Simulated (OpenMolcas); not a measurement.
**Lines of neutral osmium: computed and rescaled rates**

| Property | Result |
| --- | --- |
| Program | OpenMolcas 26.06 |
| Method | MS-CASPT2, IPEA 0.25 Eh, imaginary shift 0.1 Eh (closed shells correlated: 5s 5p) |
| Basis | ANO-RCC-VQZP [9s8p6d4f3g2h] |
| Scalar Hamiltonian | DKH2, point nucleus |
| Active space | 8 electrons in 11 orbitals (5d 6s 6d) |
| State averaging | 2S+1 = 5 even, 15 roots; 2S+1 = 3 even, 45 roots kept (CI in the orbitals of an earlier block); 2S+1 = 1 even, 27 roots kept (CI in the orbitals of an earlier block) |
| Spin-orbit coupling | state interaction with AMFI integrals over the reference wave functions, term energies averaged over their components |

Rates come from the transition moments of the reference wave functions (E1 and E2 in the length form). At fixed line strength A goes as λ^-3 for E1 and M1 and as λ^-5 for E2, so a rate at the computed wavelength can be rescaled to the measured one. Measured vacuum wavelengths follow from level energies in NIST Handbook of Basic Atomic Spectroscopic Data. Branching counts decays inside the model space alone, at computed energies, and the table is only a selection of the E2 and M1 lines, drawn from those between levels with measured partners whose computed energy lies within a factor of 1.5 of the measured one.

```csv
Upper,Lower,Type,λ computed (nm),λ measured (nm),A computed (s-1),A rescaled (s-1),Branching %
5d7 6s 3F4(1) [64 %],5d6 6s2 5D4,M1,752.4,906.6,6.08e+00,,73.6
5d7 6s 3F3(1) [68 %],5d6 6s2 5D3,M1,873.4,1007,3.88e+00,,77.6
5d6 6s2 5D3,5d6 6s2 5D4,M1,2602,2404,1.87e+00,2.37e+00,99.5
5d7 6s 3F4(1) [64 %],5d7 6s 5F5,M1,1238,1699,1.85e+00,,22.4
5d7 6s 5F4,5d7 6s 5F5,M1,2708,2779,1.73e+00,1.60e+00,83.3
5d7 6s 5F3,5d7 6s 5F4,M1,3422,3795,1.50e+00,1.10e+00,64.6
5d7 6s 5F1 [70 %],5d6 6s2 5D1,M1,1250,1379,7.62e-01,,38.9
5d7 6s 5F1 [70 %],5d6 6s2 5D0,M1,1459,1444,5.67e-01,,29.0
5d7 6s 5F3,5d6 6s2 5D4,M1,845.3,878.9,5.13e-01,,22.0
5d7 6s 5F2,5d7 6s 5F3,M1,5904,7161,3.78e-01,2.12e-01,53.4
5d7 6s 5F5,5d6 6s2 5D4,M1,1917,1944,5.45e-03,,62.2
5d7 6s 5F5,5d6 6s2 5D4,E2,1917,1944,3.31e-03,3.09e-03,37.8
```

Spin-changing lines and M1 lines between different terms are not rescaled, since their strength hangs on the term gaps too.

The largest correction is for 5d7 6s 5F2 → 5d7 6s 5F3 (M1): 3.78e-01 × (5904 / 7161)^3 = 2.12e-01 s-1, a factor of 0.56.

The computed rate and branching of 5d6 6s2 5D3 → 5d6 6s2 5D4 give the upper level a radiative lifetime of 0.995 / 1.87e+00 s-1 = 5.32e-01 s, counting decays inside the model space alone. The rescaled rate gives about 4.2e-01 s.

The computed order of these levels differs from the measured one in 1 place, and where term gaps are wrong the rates of spin-changing lines can be off by large factors.

No measured rate stands beside these. Rescaling mends the energy factor alone: line strengths can still be far off where a level mixes with configurations outside the active space, and weak or spin-changing lines hang on small mixing coefficients that depend on the term gaps too, so rescaling need not improve them.

Term energies are means over components that CASPT2 splits; among the terms shown or strongly mixed into the levels shown the widest spread is 790 cm-1 (5d7 6s 5F). Some levels mix across a computed gap that differs much from the measured one, so their mixing is not that of the real levels. Terms from blocks run as CI alone lack orbitals of their own. Active for correlation alone: 6d; no level in the range computed is led by a configuration that fills it, so any true level of that kind is missing. Measured partners are found by configuration, term and J. A level has none where our copy of the source lacks it or the pairing is in doubt (some pairs that miss far off the trend of their configuration count as doubtful). Levels of configurations outside the active space are missing.

A share in square brackets marks a mixed level and gives the weight of the term that names it. A number in round brackets counts repeated terms of one configuration in the order of the reference energies.
